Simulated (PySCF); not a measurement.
2-bromofuran (C₄H₃BrO), SMILES Brc1occc1. Heavy atoms are numbered as in [Br:1][c:2]1[cH:3][cH:4][cH:5][o:6]1. Hydrogens are named by the atom that carries them.

The structure is a stationary point at ωB97X-D3(BJ)/def2-SVP.

Calculation: PBE/def2-TZVP (PySCF).

ESP charges are fitted to the potential on shells at 1.4 to 2.0 van der Waals radii. Atomic charges (e), one atom of each kind:

```csv
atom,ESP fit,Mulliken,Löwdin,meta-Löwdin
Br1,-0.02,-0.02,…,0.03
C2,0.03,0.11,…,0.10
C3 (CH),-0.09,-0.17,-0.19,-0.19
C4 (CH),-0.31,-0.15,-0.18,-0.18
C5 (CH),0.02,-0.01,-0.25,0.02
O6,-0.10,-0.13,…,-0.20
H on C3,0.14,0.13,0.15,0.14
H on C4,0.19,0.12,0.14,0.14
H on C5,0.14,0.14,…,0.14
```

Problem. Complete the blanks. (An estimate is asked for; the answer gives what the named calculation found.)

Solution. 
- Br1, Löwdin: 0.39
- C2, Löwdin: -0.57
- O6, Löwdin: 0.37
- H on C5, Löwdin: 0.13

Computed Mayer and Wiberg (Löwdin basis) orders of the bonds:
```csv
bond,Mayer,Wiberg
Br1–C2,1.14,1.71
C2–C3,1.55,1.75
C3–C4,1.22,1.40
C4–C5,1.64,1.81
C2–O6,1.14,1.56
C5–O6,1.10,1.53
```
